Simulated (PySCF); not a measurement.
NaF, SMILES [F][Na].

The structure is a stationary point at B3LYP-D3(BJ)/def2-TZVPD.

Two levels are set side by side: TDDFT-PBE/def2-TZVPD (PySCF) and TDDFT-PBE0/def2-TZVPD (PySCF). Vertical, same geometry. The lowest singlet is HOMO−1→LUMO 100 % with PBE and HOMO→LUMO 99 % with the other functional; states are paired by order. Differences are taken from unrounded values.

```tsv
quantity	TDDFT-PBE0	TDDFT-PBE	TDDFT-PBE minus TDDFT-PBE0
lowest singlet excitation (eV)	4.23	3.09	-1.14
lowest triplet excitation (TDA) (eV)	4.15	3.01	-1.14
```

A lower first singlet is the usual sign of a functional without exact exchange. Differences between two approximate levels are no errors against the true value.

Rough cost on one machine, each run with all the roots and properties that it gave: TDDFT-PBE0 against TDDFT-PBE within a factor of 2.
